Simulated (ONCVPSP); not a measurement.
Potentials for Cs compared

Generated with ld1.x 7.5 (TM, RRKJ, ultrasoft, PAW), atompaw 4.2 or ONCVPSP 4.0.1. The cutoff is in Ry: for ld1.x and atompaw files where the sum of valence levels is converged to 10 mRy in a Bessel basis, for ONCV files where the hardest occupied wave has 1 mHa per electron of residual kinetic energy. The error is the largest all-electron minus pseudo excitation energy over each file’s own four to seven test configurations (ionisations up to +4, promotions, holes and added fractions of an electron), all of which were solved. The labels leave out finer settings (local radius, basis sizes, second energies), which also bear on the numbers. Spin-polarised tests are not counted. The rows are a selection from randomly drawn settings: files with unsolved tests, undetermined cutoffs or missed reference levels are left out.

```csv
potential,cutoff (Ry),largest error (meV),bound ghosts
"ONCV, PBE, scalar-relativistic, rc 2.45/2.90/2.25 (spd), local smoothed, core correction yes, reference 5s2 5p6 6s0.5 6p0.5, qcut 3.8/5.8/4, projectors 2/3/1",14,-0.5,none
"ONCV, LDA (Perdew-Zunger), scalar-relativistic, rc 3.10/3.10/2.65 (spd), local smoothed, core correction yes, reference 5s2 5p6 6s1, qcut 4.1/5.2/3.7, projectors 2/2/2",9,-187,none
"ONCV, LDA (Perdew-Wang 92), scalar-relativistic, rc 2.15/2.30/2.15 (spd), local d, core correction no, reference 5s2 5p6, qcut 4.9/3.2/4, projectors 2/2/0",18,+5.1,none
"ONCV, PBEsol, scalar-relativistic, rc 2.85/3.35/2.65 (spd), local smoothed, core correction no, reference 5s2 5p6 6p1, qcut 5.2/4.5/3.9, projectors 2/3/3",15,-1.7,none
"ONCV, PBE, non-relativistic, rc 2.55/2.75/2.90 (spd), local smoothed, core correction yes, reference 5s2 5p6 6s0.5, qcut 5/4.3/3, projectors 2/2/2",16,-8.0,none
```

Problem. Fill in the row for Cs: ONCV, PBE, fully relativistic, rc 2.75/3.05/2.35 (spd), local d, core correction no, reference 5s2 5p6 6s1, qcut 4.9/5.1/4.8, projectors 2/3/0.

Solution. cutoff 14 Ry, largest error -37 meV, bound ghosts: none.
